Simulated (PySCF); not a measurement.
## BI: script and output

Input:

```python
from pyscf import gto, dft

mol = gto.M(
    atom='B 0 0 0; I 0 0 2.231',
    basis='sbkjc',
    ecp={'B': 'sbkjc', 'I': 'sbkjc'},
    charge=0,
    spin=0,
    symmetry=True,
    verbose=4,
)
mf = dft.RKS(mol, xc='pbe0')
mf.kernel()
mf.mulliken_pop()
mf.dip_moment()
print('orbital energies (hartree):', mf.mo_energy[..., max(0, mol.nelec[1]-3):mol.nelec[0]+3].round(4))
```

```bash
$ python input.py
```

It prints (some set-up lines and the per-cycle HOMO/LUMO lines with their warnings removed):

```
PySCF version 2.14.0

[INPUT] Symbol           X                Y                Z      unit          X                Y                Z       unit  Magmom
[INPUT]  1 B      0.000000000000   0.000000000000   0.000000000000 AA    0.000000000000   0.000000000000   0.000000000000 Bohr   0.0
[INPUT]  2 I      0.000000000000   0.000000000000   2.231000000000 AA    0.000000000000   0.000000000000   4.215978983905 Bohr   0.0

nuclear repulsion = 4.98104949767817
point group symmetry = Coov
symmetry origin: [0.         0.         3.85253252]
symmetry axis x: [1. 0. 0.]
symmetry axis y: [0. 1. 0.]
symmetry axis z: [0. 0. 1.]
num. orbitals of irrep A1 = 8
num. orbitals of irrep E1x = 4
num. orbitals of irrep E1y = 4
number of shells = 8
number of NR pGTOs = 36
number of NR cGTOs = 16
basis = sbkjc
ecp = {'B': 'sbkjc', 'I': 'sbkjc'}

******** <class 'pyscf.dft.rks_symm.SymAdaptedRKS'> ********
method = SymAdaptedRKS
initial guess = minao
damping factor = 0
level_shift factor = 0
DIIS = <class 'pyscf.scf.diis.CDIIS'>
SCF conv_tol = 1e-09
SCF max_cycles = 50
XC functionals = pbe0

grids dens level: 3
Freeze 0 electrons in irreps []
    10 free electrons in irreps A1 E1x E1y
Initial guess from minao.
tot grids = 36008
init E= -13.7158142694264
cycle= 1 E= -14.1085829514426  delta_E= -0.393  |g|= 0.21  |ddm|= 2.69
cycle= 2 E= -14.1165993851952  delta_E= -0.00802  |g|= 0.207  |ddm|= 0.857
cycle= 3 E= -14.1343666649376  delta_E= -0.0178  |g|= 0.0833  |ddm|= 0.499
cycle= 4 E= -14.1383673992154  delta_E= -0.004  |g|= 0.00618  |ddm|=  0.2
cycle= 5 E= -14.1383898280108  delta_E= -2.24e-05  |g|= 0.000526  |ddm|= 0.0139
cycle= 6 E= -14.1383899919922  delta_E= -1.64e-07  |g|= 3.91e-05  |ddm|= 0.00133
cycle= 7 E= -14.138389992985  delta_E= -9.93e-10  |g|= 6.7e-06  |ddm|= 0.000114
Extra cycle  E= -14.1383899929454  delta_E= 3.96e-11  |g|= 1.07e-05  |ddm|= 4.21e-05
converged SCF energy = -14.1383899929454
 ** Mulliken pop  **
pop of  0 B 2s            1.43038
pop of  0 B 3s            0.65665
pop of  0 B 2px           0.11562
pop of  0 B 2py           0.11562
pop of  0 B 2pz           0.60441
pop of  0 B 3px           0.05239
pop of  0 B 3py           0.05239
pop of  0 B 3pz          -0.00925
pop of  1 I 5s            1.70333
pop of  1 I 6s            0.27791
pop of  1 I 5px           1.40232
pop of  1 I 5py           1.40232
pop of  1 I 5pz           1.22298
pop of  1 I 6px           0.42967
pop of  1 I 6py           0.42967
pop of  1 I 6pz           0.11359
 ** Mulliken atomic charges  **
charge of    0B =     -0.01821
charge of    1I =      0.01821
Dipole moment(X, Y, Z, Debye):  0.00000,  0.00000,  0.19789
orbital energies (hartree): [-0.3167 -0.3167 -0.2778 -0.0954 -0.0954 -0.0004]
```

In short: E(SCF) = -14.138390 Eh, 7 cycles, μz(SCF) = 0.20 D.

Wall time 1.2 s on one thread of a shared host.

Stability towards an unrestricted solution was not tested. The bond length is a typed value, not an optimised one.
